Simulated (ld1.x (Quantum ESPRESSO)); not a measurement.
**What one change does to a pseudopotential (chlorine, TM)**

```json
{
 "Element": "chlorine (Cl)",
 "Generator": "ld1.x (Quantum ESPRESSO) 7.5",
 "Type": "norm-conserving Troullier–Martins (Kleinman–Bylander form)",
 "Functional": "PBE",
 "Relativity": "scalar-relativistic",
 "Frozen core": "[Ne]",
 "Valence charge": "7",
 "Reference configuration": "3s2 3p5",
 "Partial waves": "3p (bound): rc 1.10 bohr; 3d channel at 0.1 Ry: rc 0.90 bohr; 3s (bound): rc 1.20 bohr",
 "Local potential": "the s channel",
 "Core correction": "Bessel-smoothed model core inside 0.70 bohr"
}
```

Change: local potential the p channel.

Cutoffs: the cutoffs (Ry, on a coarse ladder) from which the occupation-weighted sum of valence levels, in a spherical-Bessel basis at the reference potential, stays within 10 and 1 mRy of its value at 400 Ry; they do not see the model core or the augmentation charge, which bear on the density cutoff. Errors are all-electron minus pseudo energies relative to the spin-unpolarised reference configuration.

Question: Predict the effect on cutoff, ghosts and configuration errors.

Answer: The potential gets neither clearly harder nor softer (90 Ry and 160 Ry → 90 Ry and 160 Ry); the errors of the 7 common tests hardly move; neither file shows a bound ghost.

```tsv
quantity	base	changed
cutoff, loose	90 Ry	90 Ry
cutoff, tight	160 Ry	160 Ry
loose cutoff by channel (10 mRy a level)	p 70 Ry, s 30 Ry	s 30 Ry, p 60 Ry
bound ghosts	none	none
error for 3s2 3p4, meV [ΔE 13.88 eV]	+3.5	+3.9
error for 3s2 3p3, meV [ΔE 39.32 eV]	+24	+26
error for 3s2 3p2, meV [ΔE 77.63 eV]	+75	+81
error for 3s1 3p5, meV [ΔE 26.58 eV]	+7.4	+8.2
error for 3s1 3p6, meV [ΔE 12.15 eV]	+0.9	+0.9
error for 3s2 3p5.3, meV [ΔE -2.14 eV]	+0.3	+0.4
error for 3s2 3p1, meV [ΔE 129.87 eV]	+170	+183
s: phases at 1.30 bohr within 0.05 rad from the reference energy up to (Ry; the scan ends near 5)	to the end of the scan	to the end of the scan
p: phases at 1.30 bohr within 0.05 rad from the reference energy up to (Ry; the scan ends near 5)	to the end of the scan	to the end of the scan
d: phases at 1.30 bohr within 0.05 rad from the reference energy up to (Ry; the scan ends near 5)	to the end of the scan	to the end of the scan
```
